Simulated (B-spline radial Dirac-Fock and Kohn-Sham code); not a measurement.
## Run log: Pb

ΔSCF core binding energies without Breit or QED terms, calculated with a radial finite-basis atomic code. Keys: rel is the Hamiltonian (dirac, or spin-free x2c and nr, where L3 and M5 stand for the whole 2p and 3d shells), method is hf or an exchange,correlation pair (spin-unpolarised, also for the hole states), nuc the nuclear model, radius_factor scales its radius, rmax is the box in bohr, h the logarithmic mesh step, order the B-spline order, points the quadrature points per cell, c_factor scales the speed of light, and damp, ndamp, maxit and tol steer the iteration. The run stops when the commutator error falls below 10·tol·max(1, Z/10), or the numerical noise floor, and the energy has settled to about 1e-8 Ha; the virial ratio is −V/T.

Input (task.json):

```json
{"items": [{"Z": 82, "q": 0, "cfg": [[1, 0, 2], [2, 0, 2], [2, 1, 6], [3, 0, 2], [3, 1, 6], [3, 2, 10], [4, 0, 2], [4, 1, 6], [4, 2, 10], [4, 3, 14], [5, 0, 2], [5, 1, 6], [5, 2, 10], [6, 0, 2], [6, 1, 2]], "A": 208, "rrms": 5.5012, "do": "settings", "holes": ["K", "L3", "M5"],
  "settings": [{"rel": "dirac", "method": "hf", "nuc": "fermi", "radius_factor": 1.0, "rmax": 45.0, "h": 0.3, "order": 8, "points": 3, "c_factor": 1.0, "maxit": 72, "damp": 0.5, "ndamp": 3, "tol": 1e-08}]}]}
```

Command: `python xray2_run.py task.json out`

Ground-state iterations:

```
iter   energy (Ha)        error
   1   -20912.12868555  2.23e+00
   2   -20912.78575131  2.50e-01
   3   -20913.69701798  3.12e-02
   4   -20913.69860666  1.46e-02
   5   -20913.69895953  1.37e-03
   6   -20913.69898246  3.18e-04
   7   -20913.69898520  1.76e-04
   8   -20913.69898577  6.65e-05
   9   -20913.69898584  7.07e-06
  10   -20913.69898584  7.15e-07
```

The ground state converged in 10 iterations, with total energy -20913.69899 Ha, virial ratio 1.86031 and highest orbital energy -5.98 eV. ΔSCF binding energies: K (1s) 88500.3 eV, L3 (2p3/2) 13080.8 eV, M5 (3d5/2) 2494.8 eV.

Problem. One setting is unsound. Which, and why?

Solution. points is too small to integrate the splines. With the default settings (Dirac Hartree-Fock): The ground state converged in 10 iterations, with total energy -20913.70281 Ha, virial ratio 1.86031 and highest orbital energy -5.98 eV. ΔSCF binding energies: K (1s) 88500.3 eV, L3 (2p3/2) 13080.8 eV, M5 (3d5/2) 2494.8 eV.
